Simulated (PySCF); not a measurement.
Compound: C7H4ClN.
Atom-mapped SMILES: `[CH2:1]=[C:2]1[CH:3]=[C:4]([Cl:5])[CH:6]=[C:7]1[C:8]#[N:9]`

Definitions: NICS(0) = −σiso at the ring centroid; NICS(1) = −σiso and NICS(1)zz = −σzz at ±1 Å along the ring normal z. Level: GIAO PBE0/pcSseg-1 (PySCF, non-relativistic, gas phase) on the GFN2-xTB geometry, one conformer.

Ring bond lengths (Å), with Mayer bond orders in brackets: C2–C3 1.453 (1.07), C3–C4 1.352 (1.59), C4–C6 1.449 (1.08), C6–C7 1.357 (1.58), C7–C2 1.476 (1.04).

Problem. Give the NICS values of each ring in ppm.

Solution. 
```
          ring                                                    type  NICS(0)  NICS(1), two faces  NICS(1)zz, two faces  rms pucker (Å)  centre to ring atoms, mean (Å)
C2–C3–C4–C6–C7  5-membered carbocycle; formal bonds 2 double, 3 single     -2.3         -4.8 / -4.8           -5.7 / -5.7            0.00                            1.21
```

Problem. What do they say, and how far can they be read as aromaticity?

Solution. 
- C2–C3–C4–C6–C7: mean NICS(1)zz -5.7 ppm, shielded. That is too small in size for a clear verdict by the NICS criterion.

Problem. And the bond-length index? Use HOMA with the parameters of Krygowski (1993).

Solution. 
- C2–C3–C4–C6–C7: HOMA 0.08 = 1 − EN − GEO, with mean bond length 1.417 Å, EN = α(Ropt − mean)² = 0.224 and GEO = α × variance = 0.700. The geometric and the magnetic index point the same way.

Problem. What is the mean of the two in-plane components of NICS at the first NICS(1) probe listed for ring C2–C3–C4–C6–C7, 1 Å off the ring?

Solution. The isotropic value is a third of the trace: (3 × -4.8 − (-5.7))/2 = -4.3 ppm.

Problem. List the ring angles and the Hirshfeld charges of the ring atoms.

Solution. 
- C2–C3–C4–C6–C7: C2 105.7° (+0.004 e), C3 107.8° (-0.066 e), C4 110.1° (+0.011 e), C6 108.1° (-0.029 e), C7 108.2° (-0.004 e); sum 540.0° against 540° for a flat convex ring.

Hardware: x86-64 server, one thread (shared host). Cost: 33 s. This is the whole shielding run at PBE0/pcSseg-1, SCF included.
